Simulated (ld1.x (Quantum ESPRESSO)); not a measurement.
**Scattering properties, RRKJ potential for P**

phosphorus, norm-conserving RRKJ (Kleinman–Bylander form), made with ld1.x (Quantum ESPRESSO) 7.5 (PBE, scalar-relativistic). Core [Ne], reference 3s2 3p2 (charge +1). Waves: 3s (bound): rc 1.30 bohr; 3p (bound): rc 2.00 bohr. Local part: all-electron potential smoothed inside 1.90 bohr (lloc = -1). Core correction: a·sin(br)/r model core, default radius (core density twice the valence density). rho0 = 0.001.

The phase is arctan(r·u′/u) with u = r·R(r), unwrapped; energies in Ry, scanned from -4 to 5 Ry. A pole is an energy at which the radial function vanishes at the test radius. The pseudo phase is shifted by a multiple of π to meet the all-electron one at the reference energy, and phase errors are pseudo minus all-electron; the curves can meet again beyond the range given. Levels narrower than the energy grid can be missing from the lists of poles.

| channel | radius (bohr) | reference energy (Ry) | poles, all-electron | poles, pseudo | unbroken range about the reference energy with phases within 0.05 rad | phase error 1 Ry above the reference energy (rad) |
| --- | --- | --- | --- | --- | --- | --- |
| s | 2.19 | -1.71 | -0.28 | -0.30 | below 1.9 | -0.002 |
| p | 2.19 | -1.04 | 0.76 | 0.73 | below 3.4 | -0.002 |

Phases in the p channel:

| E (Ry) | all-electron | pseudo |
| --- | --- | --- |
| -4.00 | 1.271 | 1.271 |
| -3.76 | 1.254 | 1.254 |
| -3.52 | 1.234 | 1.233 |
| -3.28 | 1.209 | 1.208 |
| -3.04 | 1.179 | 1.178 |
| -2.80 | 1.140 | 1.139 |
| -2.56 | 1.090 | 1.089 |
| -2.32 | 1.020 | 1.019 |
| -2.08 | 0.918 | 0.917 |
| -1.84 | 0.760 | 0.759 |
| -1.60 | 0.497 | 0.496 |
| -1.36 | 0.067 | 0.066 |
| -1.12 | -0.464 | -0.464 |
| -0.88 | -0.875 | -0.876 |
| -0.64 | -1.125 | -1.126 |
| -0.40 | -1.277 | -1.278 |
| -0.16 | -1.377 | -1.378 |
| 0.08 | -1.447 | -1.449 |
| 0.32 | -1.500 | -1.502 |
| 0.56 | -1.542 | -1.545 |
| 0.80 | -1.577 | -1.580 |
| 1.04 | -1.607 | -1.611 |
| 1.28 | -1.635 | -1.640 |
| 1.52 | -1.660 | -1.667 |
| 1.76 | -1.685 | -1.693 |
| 2.00 | -1.710 | -1.720 |
| 2.24 | -1.736 | -1.748 |
| 2.48 | -1.764 | -1.780 |
| 2.72 | -1.794 | -1.815 |
| 2.96 | -1.829 | -1.857 |
| 3.20 | -1.871 | -1.909 |
| 3.44 | -1.921 | -1.977 |
| 3.68 | -1.986 | -2.069 |
| 3.92 | -2.074 | -2.204 |
| 4.16 | -2.197 | -2.413 |
| 4.40 | -2.381 | -2.745 |
| 4.64 | -2.661 | -3.206 |
| 4.88 | -3.057 | -3.656 |
